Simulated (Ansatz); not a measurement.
C$_{9}$H$_{17}$HfNO$_{2}$ (`CC[C@@]12[C@H]3[C@H]4[C@H]5[C@@H]1[Hf]4532([NH2])([O]C)[O]C`) at its PBE0-D4/def2-TZVP geometry, where that method's forces vanish. The species carries charge 0 and has multiplicity 1. Hf takes the def2 core potential.

```tsv
atom	x (Å)	y (Å)	z (Å)
C1	-1.883	-2.449	0.025
C2	-2.295	-1.285	-0.862
C3	-1.169	-0.382	-1.264
C4	0.142	-0.767	-1.617
C5	0.869	0.390	-1.984
C6	0.005	1.499	-1.869
C7	-1.242	1.025	-1.415
Hf8	0.439	0.635	0.461
N9	-1.222	0.804	1.666
O10	1.448	-0.830	1.225
C11	1.923	-2.104	1.468
O12	1.538	2.186	0.820
C13	2.161	3.418	0.795
H14	-2.743	-3.078	0.263
H15	-1.456	-2.084	0.962
H16	-1.139	-3.082	-0.464
H17	-2.772	-1.669	-1.772
H18	-3.060	-0.689	-0.355
H19	0.536	-1.773	-1.596
H20	1.906	0.418	-2.291
H21	0.265	2.530	-2.059
H22	-2.112	1.632	-1.209
H23	-2.196	0.861	1.415
H24	-1.145	0.891	2.671
H25	1.907	-2.720	0.559
H26	2.957	-2.070	1.832
H27	1.315	-2.612	2.227
H28	1.626	4.141	1.423
H29	3.190	3.342	1.169
H30	2.205	3.825	-0.224
```

Problem. For each bond, give half the difference of the two atoms' forces along it (eV/Å; positive pushes the atoms apart) under PBE-D4, r2SCAN-D4, B3LYP-D4, ωB97M-V in def2-TZVPP. (Estimate.)

Solution. Ansatz gave: 
```tsv
bond	length (Å)	PBE-D4	r2SCAN-D4	B3LYP-D4	ωB97M-V
C1–C2	1.521	0.02	0.12	0.20	0.16
C1–H15	1.093	0.12	-0.02	-0.09	-0.06
C3–C4	1.412	0.20	0.12	0.07	-0.03
C3–C7	1.417	0.18	0.11	0.07	0.00
C4–C5	1.415	0.16	0.14	0.15	0.12
C5–C6	1.411	0.19	0.14	0.15	0.08
C5–Hf8	2.495	0.01	0.05	0.19	0.04
C5–H20	1.081	-0.04	-0.12	-0.17	-0.12
C6–H21	1.080	-0.04	-0.12	-0.17	-0.10
Hf8–N9	2.059	-0.09	0.00	0.04	0.03
Hf8–O12	1.935	-0.07	-0.07	-0.11	-0.10
N9–H23	1.007	0.25	0.03	-0.04	-0.01
O12–C13	1.380	0.22	0.25	0.24	0.34
C13–H29	1.097	0.09	-0.06	-0.09	-0.14
```

B3LYP here is the variant with VWN-RPA as its local correlation; programs differ in this.
